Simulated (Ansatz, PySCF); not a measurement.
C2H5ClOSi2. Atoms are numbered in the order given.

```xyz
11

O     -1.4623    -1.1289     1.6268
Si    -0.4253    -1.0809     0.3223
Si     1.8953    -0.7213     0.4946
C      1.2560     0.7729    -0.4802
C     -0.0885     0.5949    -0.5044
Cl    -1.2216     1.7078    -1.2332
H     -1.2586    -0.5552     2.3752
H     -0.9658    -2.1002    -0.6112
H      2.8855    -1.5800    -0.2205
H      2.4607    -0.3657     1.8312
H      1.7604     1.6236    -0.9531
```

Geometry optimised at B3LYP-D3(BJ)/def2-SVP. The structure was generated by enumeration; whether it is a known compound was not checked. Other conformers were not sampled.

Vertical ionisation energy (IE) and electron affinity (EA) in eV. Rows of orbital energies are one-electron estimates. Where ΔSCF, EOM or ADC give a negative EA the extra electron is unbound and the value depends on the basis.

| level | IE | EA |
|---|---|---|
| −ε(HOMO), −ε(LUMO), M06-2X/def2-TZVP (PySCF) | 8.65 | 0.27 |
| −ε(HOMO), −ε(LUMO), PBE/def2-TZVP (PySCF) | 6.41 | 2.10 |
| ΔSCF, PBE0/def2-SVPD (Ansatz), final states of multiplicity 2 and 2 | 9.50 | -0.35 |
| ΔSCF, PBE/def2-SVPD (Ansatz), final states of multiplicity 2 and 2 | 9.13 | -0.22 |

Q: What vertical singlet–triplet gap does ΔSCF give with PBE0/def2-SVPD (Ansatz, a quantum-chemistry and plane-wave program) and with PBE/def2-SVPD (Ansatz)? (The exact figures need the calculation; the answer reports its results.)

A: 3.88 and 3.91 eV (triplet above singlet where positive).
